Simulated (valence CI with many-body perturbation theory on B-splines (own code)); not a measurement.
Values are calculated unless marked as measured or tabulated.
**As XIX in three bases**

Method: relativistic CI+MBPT: five valence electrons over a frozen Dirac-Fock core [Ne], radial functions for each j: 9 s, 9 p, 8 d, 6 f, 3 g, 1 h, with the one-electron correlation potential Σ1 (screened to all orders), the two-electron term Σ2, the three-electron term Σ3, Breit, model QED; selected single and double excitations, second order for the rest, scaled by the run's own slope (own B-spline code, finite nucleus).

No measured spectrum was set against this ion. As an estimate, levels of excited configurations hold to 0.05 to 0.15 % of their energy, terms of the ground configuration to about 0.5 %. Among the levels kept, up to 1600 cm⁻¹ of a level comes from second order outside the variational space, and about a tenth of that is noise between levels of different J, which matters for small intervals.

The reference run has the lowest level 3s2 3p3 4S°_3/2 and an ionisation energy of 721.968 eV. Its largest variational space holds 19997 state functions.

Names give the largest LS component (configuration and term), which can be under half, so a name can repeat, a term be missing and a line seem to break the LS rules; names also repeat where a configuration has a term twice. Letters in brackets count levels of one name in rising energy.

Changed runs:
A. basis 6 s, 6 p, 5 d, 3 f, 1 g
B. basis 5 s, 5 p, 4 d, 2 f

Excitation energies of the reference run in cm⁻¹, and shifts in cm⁻¹:

```csv
Level,Reference,A,B
3s2 3p3 2D°_3/2,60338,+154,+577
3s2 3p3 2D°_5/2,80614,+176,+659
3s2 3p3 2P°_1/2,121237,+226,+794
3s2 3p3 2P°_3/2,157972,+193,+699
3s 3p4 4P_5/2,432227,-15,+3.4
3s 3p4 4P_3/2,466328,-24,-26
3s 3p4 4P_1/2,476497,-17,+15
3s 3p4 2D_3/2,536990,+142,+438
3s 3p4 2D_5/2,550346,+139,+451
3s2 3p2 3d 2P_3/2,607580,+195,+435
3s 3p4 2S_1/2 [a],614462,+239,+663
3s2 3p2 3d 4F_3/2,631740,+320,+812
Ionisation energy (eV),721.968,-0.027,-0.085
```
